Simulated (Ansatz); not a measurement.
Z-matrix (Å, degrees):
```
C
H 1 1.0958
H 1 1.0958 2 105.96
C 1 1.5320 2 110.32 3 119.40
H 4 1.0931 1 111.55 2 -58.36
H 4 1.0931 5 107.55 1 122.33
H 4 1.0931 5 107.55 6 115.34
Si 1 1.8773 2 108.40 3 -116.18
H 8 1.4873 1 111.27 2 57.30
H 8 1.4882 9 108.49 1 121.46
H 8 1.4882 9 108.49 10 117.08
```
Charge 0, spin multiplicity 1.

Method: frozen-core CCSD(T)/def2-TZVPP // r2SCAN-D4/def2-TZVP in Ansatz (a program for electronic structure).

- HF energy: -369.36560 Ha
- MP2 correlation energy: -0.49204 Ha

Q: Estimate the CCSD correlation energy, the (T) correction, the total energy and the T1 diagnostic.

A: 
The CCSD correlation energy comes out as -0.54159 Ha, the (T) correction comes out as -0.01886 Ha and the CCSD(T) total energy comes out as -369.92605 Ha. The T1 diagnostic is 0.010.
